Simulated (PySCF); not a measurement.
CH₃Si, SMILES [SiH]=C, multiplicity 2. Atoms are numbered in the order given.

```xyz
5

C     -0.0571    -1.0956     0.0000
Si     0.1201     0.5996     0.0000
H      0.7776    -1.7854     0.0000
H     -1.0478    -1.5434     0.0000
H     -1.0685     1.5087     0.0000
```
Charge 0, spin multiplicity 2.

Coordinates come from a PBE0-D3(BJ)/def2-TZVP optimisation. The isomer is the one that the SMILES or the coordinates give; other isomers of the formula were not compared.

These are SMD-M06-2X/6-31G* (PySCF) values and carry that method's errors.

Solvation free energies are E(SMD) − E(gas) at the gas-phase geometry, for 1 M in both phases. In vacuum the dipole moment is 0.47 D.

Task: Rank water, diethylether, n-hexane by solvation free energy, most negative first.

Result: diethylether (-1.1 kcal/mol), n-hexane (-0.7 kcal/mol), water (0.8 kcal/mol)
